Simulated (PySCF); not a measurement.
Simulation results for CH$_{4}$AlOSi, C$_{2}$H$_{5}$FSi, CH$_{4}$FNSi, CH$_{5}$NSi$_{2}$ and others

All values are calculated (PySCF 2.14.0). Calculation on a computer-drawn molecule: the log of a Hartree-Fock and frozen-core CCSD(T) single point meant for a local Hartree-Fock minimum, with one planted fault or none, to be diagnosed. Offsets are logged minus clean, where the clean run is the same molecule without the fault. The reference is restricted for singlets and unrestricted otherwise, and also for a bond in bohr or an excited solution. Adding or removing an electron swaps singlet and doublet. The excited solution moves the top pair (singlet) or top alpha electron (doublet) to the lowest empty orbital. Highest occupied and lowest empty are orbital energies over both spins, largest force is the largest gradient component, triples share is (T) over the correlation energy, the T1 limit is 0.02 restricted and 0.045 unrestricted, electrons count all cores, a negative frequency is imaginary (commonest isotopes), and the dipole is about the centre of nuclear charge.

Common to all runs: meant charge 0; logged SCF converged yes; possible faults no fault, one electron removed, one electron added, multiplicity raised by two, geometry at a saddle point, SCF held on an excited solution, minimal basis STO-3G, one bond length entered in bohr, all coordinates scaled.

(1) 
```xyz
8
formula=CH4AlOSi meant_multiplicity=2 meant_basis=cc-pV(D+d)Z logged_electrons=45 logged_basis_functions=94 logged_spin_squared=3.7857 logged_highest_occupied=-4.7219 logged_lowest_empty=1.1108 logged_largest_force=0.10364 logged_T1_diagnostic=0.019282 logged_D1_diagnostic=0.069872 logged_triples_share=0.024928 logged_CC_converged=yes logged_dipole_magnitude=1.6961 logged_SCF_stable_within_its_kind=yes logged_energy_HF=-645.83266 logged_energy_CCSD(T)=-646.31015 planted_fault=multiplicity_raised_by_two HF_energy_offset_from_clean_run=61.16 CCSD(T)_energy_offset_from_clean_run=81.41
C     -1.4840     1.2279     1.5358
Si    -0.2732     1.1943     0.3678
O      0.7583    -0.0126     0.0781
Al     1.8003    -1.3520    -0.0342
H     -1.6977     0.4198     2.2252
H     -2.1127     2.1076     1.6224
H     -0.0205     2.3172    -0.5428
H      1.5643    -2.3308    -1.2671
```

Units: logged_highest_occupied, logged_lowest_empty in eV; logged_largest_force in hartree/bohr; logged_dipole_magnitude in debye; logged_energy_HF, logged_energy_CCSD(T) in hartree; HF_energy_offset_from_clean_run, CCSD(T)_energy_offset_from_clean_run in kcal/mol.

Drawn bonds:
```tsv
atom	other atom	order
1	2	2
2	3	1
3	4	1
1	5	1
1	6	1
2	7	1
4	8	1
```

(2) 
```xyz
9
formula=C2H5FSi meant_multiplicity=1 meant_basis=cc-pV(D+d)Z logged_electrons=40 logged_basis_functions=90 logged_spin_squared=0.8809 logged_highest_occupied=-7.981 logged_lowest_empty=2.5066 logged_largest_force=0.020205 logged_T1_diagnostic=0.057002 logged_D1_diagnostic=0.25065 logged_triples_share=0.033089 logged_CC_converged=yes logged_dipole_magnitude=3.0509 logged_SCF_stable_within_its_kind=yes logged_energy_HF=-466.90481 logged_energy_CCSD(T)=-467.51755 planted_fault=one_bond_length_entered_in_bohr,row_5_of_the_drawn_bonds HF_energy_offset_from_clean_run=84.44 CCSD(T)_energy_offset_from_clean_run=87.83
C      0.5032     2.9357     1.8439
Si     1.7767     2.1175     1.1246
C      1.7752     0.9764    -0.3333
F      3.2838     2.2431     1.6712
H     -0.5017     2.8298     1.4508
H      0.7209     4.1626     3.4668
H      2.1440    -0.0108    -0.0459
H      2.4270     1.3619    -1.1205
H      0.7637     0.8748    -0.7293
```

Units: logged_highest_occupied, logged_lowest_empty in eV; logged_largest_force in hartree/bohr; logged_dipole_magnitude in debye; logged_energy_HF, logged_energy_CCSD(T) in hartree; HF_energy_offset_from_clean_run, CCSD(T)_energy_offset_from_clean_run in kcal/mol.

Drawn bonds:
```tsv
atom	other atom	order
1	2	2
2	3	1
2	4	1
1	5	1
1	6	1
3	7	1
3	8	1
3	9	1
```

Notes: T1 above single-reference limit.

(3) 
```xyz
8
formula=CH4FNSi meant_multiplicity=1 meant_basis=cc-pV(D+d)Z logged_electrons=40 logged_basis_functions=85 logged_spin_squared=0 logged_highest_occupied=-8.1407 logged_lowest_empty=3.9101 logged_largest_force=2.047e-05 logged_lowest_frequency=179.91 logged_T1_diagnostic=0.012162 logged_D1_diagnostic=0.038268 logged_triples_share=0.024537 logged_CC_converged=yes logged_dipole_magnitude=3.2487 logged_SCF_stable_within_its_kind=yes logged_energy_HF=-483.06086 logged_energy_CCSD(T)=-483.69093 planted_fault=no_fault HF_energy_offset_from_clean_run=0 CCSD(T)_energy_offset_from_clean_run=0
C     -0.6405     1.6396    -3.3731
Si     0.2320     0.7112    -2.2892
N     -0.0680     0.3196    -0.6904
F      1.6138    -0.0087    -2.6541
H     -0.2963     1.7928    -4.3875
H     -1.5731     2.1136    -3.0927
H      0.5466    -0.2538    -0.1483
H     -0.8730     0.6336    -0.1870
```

Units: logged_highest_occupied, logged_lowest_empty in eV; logged_largest_force in hartree/bohr; logged_lowest_frequency in cm⁻¹; logged_dipole_magnitude in debye; logged_energy_HF, logged_energy_CCSD(T) in hartree; HF_energy_offset_from_clean_run, CCSD(T)_energy_offset_from_clean_run in kcal/mol.

Drawn bonds:
```tsv
atom	other atom	order
1	2	2
2	3	1
2	4	1
1	5	1
1	6	1
3	7	1
3	8	1
```

(4) 
```xyz
9
formula=CH5NSi2 meant_multiplicity=1 meant_basis=cc-pV(D+d)Z logged_electrons=46 logged_basis_functions=33 logged_spin_squared=0 logged_highest_occupied=-4.3841 logged_lowest_empty=4.9857 logged_largest_force=0.047614 logged_T1_diagnostic=0.020852 logged_D1_diagnostic=0.09081 logged_triples_share=0.021802 logged_CC_converged=yes logged_dipole_magnitude=2.4909 logged_SCF_stable_within_its_kind=yes logged_energy_HF=-665.10845 logged_energy_CCSD(T)=-665.3509 planted_fault=minimal_basis_STO-3G HF_energy_offset_from_clean_run=4962 CCSD(T)_energy_offset_from_clean_run=5160
C     -1.4223    -0.0969     2.1889
Si    -1.0095    -0.7261     0.6608
N     -0.9499    -2.3963     0.3364
Si    -0.4875     0.6791    -1.1799
H     -1.4268     0.9785     2.3262
H     -1.6849    -0.6779     3.0675
H     -1.1644    -3.1054     1.0096
H     -0.7606    -2.7708    -0.5710
H     -0.6655     1.9059    -0.3176
```

Units: logged_highest_occupied, logged_lowest_empty in eV; logged_largest_force in hartree/bohr; logged_dipole_magnitude in debye; logged_energy_HF, logged_energy_CCSD(T) in hartree; HF_energy_offset_from_clean_run, CCSD(T)_energy_offset_from_clean_run in kcal/mol.

Drawn bonds:
```tsv
atom	other atom	order
1	2	2
2	3	1
2	4	1
1	5	1
1	6	1
3	7	1
3	8	1
4	9	1
```

Notes: T1 above single-reference limit.

(5) 
```xyz
9
formula=CH5NSi2 meant_multiplicity=1 meant_basis=cc-pV(D+d)Z logged_electrons=46 logged_basis_functions=99 logged_spin_squared=0 logged_highest_occupied=-7.6994 logged_lowest_empty=-0.1781 logged_largest_force=7.152e-06 logged_lowest_frequency=29.378 logged_T1_diagnostic=0.022219 logged_D1_diagnostic=0.086913 logged_triples_share=0.035828 logged_CC_converged=yes logged_dipole_magnitude=1.887 logged_SCF_stable_within_its_kind=yes logged_energy_HF=-673.01621 logged_energy_CCSD(T)=-673.57344 planted_fault=no_fault HF_energy_offset_from_clean_run=0 CCSD(T)_energy_offset_from_clean_run=0
C     -1.4223    -0.0969     2.1889
Si    -1.0095    -0.7261     0.6608
N     -0.9499    -2.3963     0.3364
Si    -0.4875     0.6791    -1.1799
H     -1.4268     0.9785     2.3262
H     -1.6849    -0.6779     3.0675
H     -1.1644    -3.1054     1.0096
H     -0.7606    -2.7708    -0.5710
H     -0.6655     1.9059    -0.3176
```

Units: logged_highest_occupied, logged_lowest_empty in eV; logged_largest_force in hartree/bohr; logged_lowest_frequency in cm⁻¹; logged_dipole_magnitude in debye; logged_energy_HF, logged_energy_CCSD(T) in hartree; HF_energy_offset_from_clean_run, CCSD(T)_energy_offset_from_clean_run in kcal/mol.

Drawn bonds:
```tsv
atom	other atom	order
1	2	2
2	3	1
2	4	1
1	5	1
1	6	1
3	7	1
3	8	1
4	9	1
```

Notes: T1 above single-reference limit.

(6) 
```xyz
12
formula=CH8BNSi meant_multiplicity=1 meant_basis=cc-pV(D+d)Z logged_electrons=40 logged_basis_functions=105 logged_spin_squared=2.0099 logged_highest_occupied=-4.8097 logged_lowest_empty=-0.96558 logged_largest_force=0.042383 logged_T1_diagnostic=0.018056 logged_D1_diagnostic=0.092235 logged_triples_share=0.027483 logged_CC_converged=yes logged_dipole_magnitude=0.92315 logged_SCF_stable_within_its_kind=yes logged_energy_HF=-410.45291 logged_energy_CCSD(T)=-411.02506 planted_fault=multiplicity_raised_by_two HF_energy_offset_from_clean_run=121.6 CCSD(T)_energy_offset_from_clean_run=129.1
C     -1.6263     0.3141     0.9759
B     -1.7881     0.4444    -0.6006
N     -2.3281    -0.6067    -1.3410
Si    -1.2113     2.1511    -1.5899
H     -0.5779     0.4409     1.2684
H     -2.1821     1.1078     1.4876
H     -1.9715    -0.6465     1.3724
H     -2.4549    -0.5833    -2.3312
H     -2.6289    -1.4649    -0.9230
H     -1.9485     3.3451    -1.0934
H      0.2393     2.4263    -1.4012
H     -1.4578     2.0553    -3.0566
```

Units: logged_highest_occupied, logged_lowest_empty in eV; logged_largest_force in hartree/bohr; logged_dipole_magnitude in debye; logged_energy_HF, logged_energy_CCSD(T) in hartree; HF_energy_offset_from_clean_run, CCSD(T)_energy_offset_from_clean_run in kcal/mol.

Drawn bonds:
```tsv
atom	other atom	order
1	2	1
2	3	1
2	4	1
1	5	1
1	6	1
1	7	1
3	8	1
3	9	1
4	10	1
4	11	1
4	12	1
```

(7) 
```xyz
12
formula=CH8BNSi meant_multiplicity=1 meant_basis=cc-pV(D+d)Z logged_electrons=40 logged_basis_functions=105 logged_spin_squared=0 logged_highest_occupied=-10.433 logged_lowest_empty=3.6288 logged_largest_force=2.018e-05 logged_lowest_frequency=74.5 logged_T1_diagnostic=0.013134 logged_D1_diagnostic=0.049142 logged_triples_share=0.02733 logged_CC_converged=yes logged_dipole_magnitude=2.3323 logged_SCF_stable_within_its_kind=yes logged_energy_HF=-410.6467 logged_energy_CCSD(T)=-411.23078 planted_fault=no_fault HF_energy_offset_from_clean_run=0 CCSD(T)_energy_offset_from_clean_run=0
C     -1.6263     0.3141     0.9759
B     -1.7881     0.4444    -0.6006
N     -2.3281    -0.6067    -1.3410
Si    -1.2113     2.1511    -1.5899
H     -0.5779     0.4409     1.2684
H     -2.1821     1.1078     1.4876
H     -1.9715    -0.6465     1.3724
H     -2.4549    -0.5833    -2.3312
H     -2.6289    -1.4649    -0.9230
H     -1.9485     3.3451    -1.0934
H      0.2393     2.4263    -1.4012
H     -1.4578     2.0553    -3.0566
```

Units: logged_highest_occupied, logged_lowest_empty in eV; logged_largest_force in hartree/bohr; logged_lowest_frequency in cm⁻¹; logged_dipole_magnitude in debye; logged_energy_HF, logged_energy_CCSD(T) in hartree; HF_energy_offset_from_clean_run, CCSD(T)_energy_offset_from_clean_run in kcal/mol.

Drawn bonds:
```tsv
atom	other atom	order
1	2	1
2	3	1
2	4	1
1	5	1
1	6	1
1	7	1
3	8	1
3	9	1
4	10	1
4	11	1
4	12	1
```

(8) 
```xyz
8
formula=CH4BFO meant_multiplicity=1 meant_basis=cc-pVDZ logged_electrons=32 logged_basis_functions=76 logged_spin_squared=0 logged_highest_occupied=-1.8761 logged_lowest_empty=-8.104 logged_largest_force=0.26891 logged_CC_converged=no logged_dipole_magnitude=1.2389 logged_SCF_stable_within_its_kind=no logged_energy_HF=-238.43167 planted_fault=SCF_held_on_an_excited_solution HF_energy_offset_from_clean_run=562.9
C     -0.7775    -1.7895    -1.2279
B     -2.0844    -0.9397    -1.0085
O     -2.2089     0.1336    -0.2064
F     -3.1920    -1.2939    -1.6663
H     -0.5186    -1.8029    -2.2910
H     -0.9618    -2.8295    -0.9411
H      0.0885    -1.4291    -0.6686
H     -1.4146     0.3655     0.2478
```

Units: logged_highest_occupied, logged_lowest_empty in eV; logged_largest_force in hartree/bohr; logged_dipole_magnitude in debye; logged_energy_HF in hartree; HF_energy_offset_from_clean_run in kcal/mol.

Drawn bonds:
```tsv
atom	other atom	order
1	2	1
2	3	1
2	4	1
1	5	1
1	6	1
1	7	1
3	8	1
```

Notes: CCSD not converged.
